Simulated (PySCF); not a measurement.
Structure and isotropic susceptibility

Level of theory: GIAO PBE0/pcSseg-1 magnetisability, rotational g tensor and spin-rotation constants, non-relativistic, gas phase in PySCF. Geometry: GFN2-xTB.

Each molecule in one low-energy conformer.

The calculation is non-relativistic, which matters for the atoms heavier than Zn.

(1) How does the isotropic susceptibility change along this series?
- C[C@@H]1OC=C1Br (H on C replaced by Br)
- C[C@H]1OC=C1C(Cl)(Cl)Cl (H on C replaced by CCl3)
- C[C@@H]1OC=C1C(F)F (H on C replaced by CHF2)
- C[C@@H]1OC=C1OC(F)(F)F (H on C replaced by OCF3)
- C[C@@H]1OC=C1C(F)=C(F)F (H on C replaced by CF=CF2)

Results:

(1) 
| molecule | χ, cgs (10⁻⁶ cm³/mol) | magnetisability anisotropy (10⁻³⁰ J/T²) |
| --- | --- | --- |
| C[C@@H]1OC=C1Br | -70.4 | 101 |
| C[C@H]1OC=C1C(Cl)(Cl)Cl | -96.3 | 218 |
| C[C@@H]1OC=C1C(F)F | -60.9 | 111 |
| C[C@@H]1OC=C1OC(F)(F)F | -74.4 | 64 |
| C[C@@H]1OC=C1C(F)=C(F)F | -71.4 | 100 |

The isotropic susceptibility is lowest for C[C@H]1OC=C1C(Cl)(Cl)Cl and highest for C[C@@H]1OC=C1C(F)F.
